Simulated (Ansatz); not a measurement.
```yaml
crystal:
  periodic: [false, false, false]
  atoms:
    - {symbol: O, position_ang: [1.249159, -2.381668, -1.318312]}
    - {symbol: C, position_ang: [0.660451, -1.622045, -0.561795]}
    - {symbol: N, position_ang: [0.010079, -0.895535, 0.246221]}
    - {symbol: Sn, position_ang: [0.024774, 1.146522, 0.840886]}
    - {symbol: Cl, position_ang: [-0.493402, 2.399739, -1.206223]}
    - {symbol: H, position_ang: [-1.406961, 1.285786, 1.950712]}
basis:
  gaussian: {orbitals: x2c-TZVPPall, fitting: {mean_field: cc-pVTZ-jkfit}}
total_charge: -1
hamiltonian: {xc: {name: B3LYP}, dispersion: d3bjatm}
accuracy: high
```

```sh
$ ansatz run in.yaml --threads 4 --pin off --events-out ev --progress --plain --max-ram 10444MiB
```

Q: How does Ansatz answer? (An estimate is asked.)

A: Computed: The program refused the input.
```
Functional definition: B3LYP
Error: <dir> the basis set cc-pVTZ-JKFIT has no functions for Sn
```

B3LYP here is the variant with VWN-RPA as its local correlation; programs differ in this.
